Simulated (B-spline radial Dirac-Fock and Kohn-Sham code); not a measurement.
## Yb⁺ 5s: cross section and angular parameters

System: the Yb⁺ ion, [Xe] 4f14 6s1; threshold 66.68 eV (orbital energy of the model). Method: Dirac-Hartree-Slater photoionisation with a Latter tail; cross sections with all multipoles, angular parameters from the dipole term and its interference with E2. Computed with an atomic code on a B-spline grid.

The run's input, task.json:

```json
{"items": [{
  "Z": 70,
  "q": 1,
  "cfg": [[1, 0, 2], [2, 0, 2], [2, 1, 6], [3, 0, 2], [3, 1, 6], [3, 2, 10], [4, 0, 2], [4, 1, 6], [4, 2, 10], [4, 3, 14], [5, 0, 2], [5, 1, 6], [6, 0, 1]],
  "A": 174,
  "rrms": 5.3108,
  "do": "xps",
  "hv": [68.8, 80, 80.6, 96.0, 144.0, 153.0, 175.0, 196.0, 304.0, 378.0, 391.0, 800, 965.0, 1253.6, 1320.0, 1460.0, 1486.9, 1840.0, 1860.0, 2000, 2080.0, 2810.0, 5960.0, 6000, 6040.0, 6600.0, 7630.0, 8047.8, 11800.0, 15000]
}]}
```

Run with: `python xray2_run.py task.json out`

```tsv
hν (eV)	σ (kb)	β	γ
80	58.4	0.487	-0.353
80.6	59.0	0.524	-0.350
96	69.1	1.137	-0.221
144	71.5	1.643	0.071
153	69.7	1.675	0.102
175	64.6	1.729	0.161
196	59.6	1.764	0.204
304	38.7	1.849	0.329
378	30.0	1.872	0.370
391	28.7	1.875	0.375
800	10.8	1.919	0.409
965	8.19	1.927	0.392
1253.6	5.48	1.935	0.348
1320	5.06	1.937	0.336
1460	4.31	1.940	0.311
1486.9	4.18	1.940	0.306
1840	2.96	1.945	0.241
1860	2.90	1.945	0.238
2000	?	?	?
2080	2.41	1.948	0.199
2810	1.44	1.953	0.084
5960	0.363	1.962	-0.141
6000	0.359	1.962	-0.142
6040	0.354	1.962	-0.143
6600	0.299	1.963	-0.148
7630	0.225	1.964	-0.140
8047.8	0.203	1.964	-0.131
11800	0.0945	1.966	0.024
15000	0.0576	1.966	0.224
```

Question: Give the values at 2000 eV.

Answer: σ = 2.57 kb, β = 1.947, γ = 0.213. For an s subshell δ is negligible.
